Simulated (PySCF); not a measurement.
**Basis and Hamiltonian dependence of the ionisation energy of Cu²⁺**

Cu²⁺ [Ar] 3d9 (2D) → Cu³⁺ [Ar] 3d8 (3F). All values are computed (PySCF 2.14, energy differences of UHF-based or UKS calculations, no spin-orbit coupling). Values in eV.

| basis | Hamiltonian | functions | UHF | PBE | PBE0 | MP2 (valence) | CCSD(T) (valence) | CCSD(T) (valence and next inner shell) |
| --- | --- | --- | --- | --- | --- | --- | --- | --- |
| def2-SVP | non-relativistic | 31 | 34.979 | n/a | n/a | 36.837 | n/a | n/a |
| x2c-SVPall | spin-free X2C | 36 | 34.673 | n/a | 37.558 | 36.502 | n/a | n/a |
| cc-pVDZ-DK | spin-free X2C | 43 | 34.211 | 37.315 | n/a | 36.693 | n/a | n/a |
| aug-cc-pVDZ-DK | spin-free X2C | 59 | 34.202 | 37.321 | 36.862 | 36.745 | 36.367 | n/a |
| cc-pVTZ-PP with ECP10MDF | ECP | 63 | 34.044 | 37.145 | n/a | 36.752 | n/a | n/a |
| x2c-TZVPPall | spin-free X2C | 64 | 34.004 | 37.336 | 36.817 | 36.654 | 36.288 | 36.499 |
| cc-pVTZ-DK | spin-free X2C | 68 | 34.015 | n/a | n/a | 36.707 | n/a | n/a |
| x2c-TZVPPall with one added diffuse shell each of s, p, d, f type | spin-free X2C | 80 | 34.004 | 37.335 | 36.816 | 36.679 | 36.317 | n/a |
| aug-cc-pVTZ-PP with ECP10MDF | ECP | 88 | 34.048 | 37.148 | 36.714 | 36.848 | 36.473 | n/a |
| def2-QZVPPD | non-relativistic | 100 | 34.314 | 37.648 | 37.131 | 37.048 | 36.687 | n/a |
| dyall-av2z | non-relativistic | 101 | 34.299 | 37.621 | 37.102 | 36.741 | 36.393 | n/a |
| aug-cc-pVTZ-PP with one added diffuse shell each of s, p, d, f, g type with ECP10MDF | ECP | 113 | 34.049 | 37.148 | 36.715 | 36.855 | n/a | n/a |
| aug-cc-pwCVTZ-DK | spin-free X2C | 127 | 34.004 | 37.369 | 36.840 | 36.846 | n/a | n/a |
| aug-cc-pwCVTZ-DK with one added diffuse shell each of s, p, d, f, g type | spin-free X2C | 152 | 34.005 | 37.369 | 36.841 | 36.854 | n/a | n/a |

Frozen in the all-electron rows: valence: [Ar]; valence and next inner shell: [Ne]; with a core potential, the same shells as far as they lie outside it.

At UHF, def2-SVP, x2c-SVPall lie more than 0.3 eV from the median of the rows with comparable relativity. Sets contracted for the neutral atom can be stiff in a shell that they treat as core.

Non-relativistic rows lack the scalar-relativistic shift.

Between the lowest levels the reference is 36.841 ± 0.012 eV (measured; NIST Atomic Spectra Database, ionization energies); it includes spin-orbit coupling, which these numbers lack.
